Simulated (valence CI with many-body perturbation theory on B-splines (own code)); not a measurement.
**E1 transitions of Pb**

Calculated by configuration interaction combined with many-body perturbation theory (CI+MBPT): four valence electrons over a frozen Dirac-Fock core [Xe] 4f14 5d10, a basis of 11 s, 11 p, 9 d, 7 f, 5 g, 2 h, 1 i functions for each j, with the one-electron correlation potential Σ1, the two-electron term Σ2, the three-electron term Σ3, Breit, model QED; selected CI, second order for the rest, scaled by the run's own slope (own B-spline code, finite nucleus).

Set against measurement, 21 paired levels are off by 151 cm⁻¹ on average, the worst by 460. These come from a selection out of the NIST Handbook of Basic Atomic Spectroscopic Data. Levels without a partner in it may be off by more.

Lines 101 to 148 of 148 in falling wavelength, among levels below 54729 cm⁻¹, chosen from the strongest by gf and those to the six lowest levels. Wavelengths and rates use the calculated energies, so an error of 200 cm⁻¹ moves a line at 4997 Å by 1 % and its rate by three times that or more. Electric multipoles are in the length gauge, E1 and E2 with the static RPA response of the core. Weak lines are less certain than strong ones. Lines between different terms over intervals too small for the method are left out, as are lines whose strength nearly cancels and 5 of this kind that miss the measured wavelength by over 7 %. The highest levels of a list are the least certain.

Levels are named by their leading jj configuration (3d3/2^4 stands for four electrons in 3d with j = 3/2), which in mixed levels can hold well under half, so a name can repeat and another be missing.

| λ vac (Å) | λ from measured levels | Upper | Lower | A (s⁻¹) | log gf | Branch % |
| --- | --- | --- | --- | --- | --- | --- |
| 4997 | 5007 | (6s^2 6p3/2 7s) J=1 | (6s^2 6p3/2^2) J=0 | 1.12e+07 | -0.90 | 5.4 |
| 4408 | 4342 | (6s^2 6p1/2 7d3/2) J=1 | (6s^2 6p3/2^2) J=0 | 5.98e+05 | -2.28 | 0.5 |
| 4261 | 4169 | (6s^2 6p1/2 6d3/2) J=2 | (6s^2 6p3/2^2) J=2 | 9.40e+05 | -1.89 | 2.6 |
| 4237 |  | (6s^2 6p1/2 9s) J=1 | (6s^2 6p3/2^2) J=0 | 8.46e+03 | -4.17 | 0.0 |
| 4152 | 4065 | (6s^2 6p1/2 6d5/2) J=2 | (6s^2 6p3/2^2) J=2 | 2.07e+04 | -3.57 | 0.0 |
| 4139 | 4063 | (6s^2 6p1/2 6d3/2) J=1 | (6s^2 6p3/2^2) J=2 | 8.15e+06 | -1.20 | 3.2 |
| 4106 | 4021 | (6s^2 6p1/2 6d5/2) J=3 | (6s^2 6p3/2^2) J=2 | 1.97e+06 | -1.46 | 1.2 |
| 4079 | 4059 | (6s^2 6p1/2 7s) J=1 | (6s^2 6p1/2 6p3/2) J=2 | 9.15e+07 | -0.16 | 52.4 |
| 3752 | 3673 | (6s^2 6p1/2 8s) J=1 | (6s^2 6p3/2^2) J=2 | 3.60e+06 | -1.64 | 6.5 |
| 3744 | 3741 | (6s^2 6p3/2 7s) J=2 | (6s^2 6p3/2^2) J=2 | 5.62e+07 | -0.23 | 31.9 |
| 3709 | 3685 | (6s^2 6p1/2 7s) J=0 | (6s^2 6p1/2 6p3/2) J=1 | 1.50e+08 | -0.51 | 100.0 |
| 3665 | 3641 | (6s^2 6p1/2 7s) J=1 | (6s^2 6p1/2 6p3/2) J=1 | 2.77e+07 | -0.78 | 15.9 |
| 3594 | 3574 | (6s^2 6p3/2 7s) J=1 | (6s^2 6p3/2^2) J=2 | 1.24e+08 | -0.14 | 59.1 |
| 3326 | 3263 | (6s^2 6p1/2 7d3/2) J=2 | (6s^2 6p3/2^2) J=2 | 5.95e+05 | -2.31 | 3.7 |
| 3303 | 3241 | (6s^2 6p1/2 7d5/2) J=2 | (6s^2 6p3/2^2) J=2 | 9.52e+05 | -2.11 | 1.6 |
| 3291 | 3231 | (6s^2 6p1/2 7d5/2) J=3 | (6s^2 6p3/2^2) J=2 | 1.04e+05 | -2.93 | 0.2 |
| 3280 | 3221 | (6s^2 6p1/2 7d3/2) J=1 | (6s^2 6p3/2^2) J=2 | 5.39e+06 | -1.58 | 4.5 |
| 3183 |  | (6s^2 6p1/2 9s) J=1 | (6s^2 6p3/2^2) J=2 | 5.55e+05 | -2.60 | 1.9 |
| 2898 | 2874 | (6s^2 6p1/2 6d3/2) J=2 | (6s^2 6p1/2 6p3/2) J=2 | 3.50e+07 | -0.66 | 95.1 |
| 2847 | 2824 | (6s^2 6p1/2 6d5/2) J=2 | (6s^2 6p1/2 6p3/2) J=2 | 1.98e+07 | -0.92 | 8.8 |
| 2841 | 2823 | (6s^2 6p1/2 6d3/2) J=1 | (6s^2 6p1/2 6p3/2) J=2 | 1.07e+05 | -3.41 | 0.0 |
| 2826 | 2803 | (6s^2 6p1/2 6d5/2) J=3 | (6s^2 6p1/2 6p3/2) J=2 | 1.61e+08 | 0.13 | 98.7 |
| 2825 | 2834 | (6s^2 6p1/2 7s) J=1 | (6s^2 6p1/2^2) J=0 | 5.46e+07 | -0.71 | 31.3 |
| 2683 | 2658 | (6s^2 6p1/2 6d3/2) J=2 | (6s^2 6p1/2 6p3/2) J=1 | 1.12e+05 | -3.22 | 0.3 |
| 2654 | 2629 | (6s^2 6p1/2 8s) J=1 | (6s^2 6p1/2 6p3/2) J=2 | 1.18e+07 | -1.43 | 21.3 |
| 2649 | 2664 | (6s^2 6p3/2 7s) J=2 | (6s^2 6p1/2 6p3/2) J=2 | 8.23e+07 | -0.36 | 46.7 |
| 2639 | 2615 | (6s^2 6p1/2 6d5/2) J=2 | (6s^2 6p1/2 6p3/2) J=1 | 2.06e+08 | 0.03 | 91.1 |
| 2634 | 2614 | (6s^2 6p1/2 6d3/2) J=1 | (6s^2 6p1/2 6p3/2) J=1 | 1.79e+07 | -1.25 | 7.0 |
| 2574 | 2578 | (6s^2 6p3/2 7s) J=1 | (6s^2 6p1/2 6p3/2) J=2 | 4.44e+07 | -0.88 | 21.2 |
| 2473 |  | (6s^2 6p1/2 8s) J=0 | (6s^2 6p1/2 6p3/2) J=1 | 3.65e+07 | -1.48 | 78.0 |
| 2472 | 2447 | (6s^2 6p1/2 8s) J=1 | (6s^2 6p1/2 6p3/2) J=1 | 1.21e+07 | -1.48 | 22.0 |
| 2468 | 2477 | (6s^2 6p3/2 7s) J=2 | (6s^2 6p1/2 6p3/2) J=1 | 3.76e+07 | -0.77 | 21.3 |
| 2433 | 2412 | (6s^2 6p1/2 7d3/2) J=2 | (6s^2 6p1/2 6p3/2) J=2 | 7.45e+06 | -1.48 | 46.3 |
| 2421 | 2400 | (6s^2 6p1/2 7d5/2) J=2 | (6s^2 6p1/2 6p3/2) J=2 | 1.63e+06 | -2.15 | 2.7 |
| 2414 | 2395 | (6s^2 6p1/2 7d5/2) J=3 | (6s^2 6p1/2 6p3/2) J=2 | 4.89e+07 | -0.52 | 86.4 |
| 2408 | 2390 | (6s^2 6p1/2 7d3/2) J=1 | (6s^2 6p1/2 6p3/2) J=2 | 4.56e+06 | -1.92 | 3.8 |
| 2402 | 2403 | (6s^2 6p3/2 7s) J=1 | (6s^2 6p1/2 6p3/2) J=1 | 2.69e+07 | -1.16 | 12.9 |
| 2356 |  | (6s^2 6p1/2 9s) J=1 | (6s^2 6p1/2 6p3/2) J=2 | 1.06e+07 | -1.58 | 36.9 |
| 2279 | 2258 | (6s^2 6p1/2 7d3/2) J=2 | (6s^2 6p1/2 6p3/2) J=1 | 2.32e+04 | -4.04 | 0.1 |
| 2269 | 2248 | (6s^2 6p1/2 7d5/2) J=2 | (6s^2 6p1/2 6p3/2) J=1 | 4.98e+07 | -0.72 | 82.2 |
| 2257 | 2238 | (6s^2 6p1/2 7d3/2) J=1 | (6s^2 6p1/2 6p3/2) J=1 | 2.21e+07 | -1.30 | 18.4 |
| 2213 |  | (6s^2 6p1/2 9s) J=0 | (6s^2 6p1/2 6p3/2) J=1 | 1.46e+07 | -1.97 | 70.4 |
| 2212 |  | (6s^2 6p1/2 9s) J=1 | (6s^2 6p1/2 6p3/2) J=1 | 8.89e+05 | -2.71 | 3.1 |
| 2170 | 2171 | (6s^2 6p1/2 6d3/2) J=1 | (6s^2 6p1/2^2) J=0 | 2.31e+08 | -0.31 | 89.6 |
| 2059 | 2054 | (6s^2 6p1/2 8s) J=1 | (6s^2 6p1/2^2) J=0 | 1.78e+07 | -1.47 | 32.2 |
| 2010 | 2023 | (6s^2 6p3/2 7s) J=1 | (6s^2 6p1/2^2) J=0 | 9.31e+05 | -2.77 | 0.4 |
| 1908 | 1905 | (6s^2 6p1/2 7d3/2) J=1 | (6s^2 6p1/2^2) J=0 | 8.15e+07 | -0.87 | 68.0 |
| 1875 |  | (6s^2 6p1/2 9s) J=1 | (6s^2 6p1/2^2) J=0 | 1.09e+07 | -1.77 | 37.7 |

(1) How does gf follow from A for the line at 2408 Å?

Results:

(1) gf = 1.4992 × (2J+1)_upper × A / σ², with σ = 41526 cm⁻¹ and 2J+1 = 3: gf = 0.0119.
